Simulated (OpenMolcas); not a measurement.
**2s2 2p4 along the 8-electron sequence**

| Item | Value |
| --- | --- |
| Program | OpenMolcas |
| Method | CASSCF |
| Basis | ANO-RCC-VQZP |
| Scalar Hamiltonian | DKH2, point nucleus |
| Spin-orbit coupling | RASSI with atomic mean-field integrals over the reference wave functions, term energies averaged over their components |

Active space for each ion: 4 electrons in 3 orbitals (2p).

Computed levels in cm-1 above 3P2:

| Level | O | F+ | Ne2+ |
| --- | --- | --- | --- |
| 3P1 | 150 | 320 | 603 |
| 3P0 | 224 | 475 | 891 |
| 1D2 | 17671 | 22801 | 27832 |
| 1S0 | 43795 | 56512 | 68886 |
| weight of 3P in the lowest level (%) | 100 | 100 | 100 |

Measured, with the error of the calculation in %. Measured levels: O, F+ from NIST Handbook of Basic Atomic Spectroscopic Data; Ne2+ from Moore, Atomic Energy Levels, vol. I, NSRDS-NBS 35 (1971 reprint of NBS Circular 467, 1949).

```tsv
Level	O	F+	Ne2+
3P1	158 (-5.0)	341 (-6.3)	650 (-7.2)
3P0	227 (-1.2)	490 (-3.0)	927 (-3.9)
1D2	15868 (+11.4)	20873 (+9.2)	25841 (+7.7)
1S0	33793 (+29.6)	44918 (+25.8)	55747 (+23.6)
```

The fine-structure level 3P0 changes by a factor of 3.98 from O to Ne2+. Its fourth root runs 3.87, 4.67, 5.46, with steps per unit of Z of 0.80, 0.80; equal steps would mean a (Z - σ)^4 law with constant σ.

1D2 changes by a factor of 1.58 over the same range, with steps per unit of Z of +5130, +5030 cm-1.

With the s shell closed, the reference lacks s² → p² mixing. Without dynamic correlation excited terms often stand tens of per cent too high (terms of higher spin than the ground term too low), and those without a measured partner can miss by more than the paired ones (holds for O; F+). Measured partners are found by configuration, term and J. A level has none where our copy of the source lacks it or the pairing is in doubt (some pairs that miss far off the trend of their configuration count as doubtful), and it then counts in no deviation. Only configurations of the active space appear.
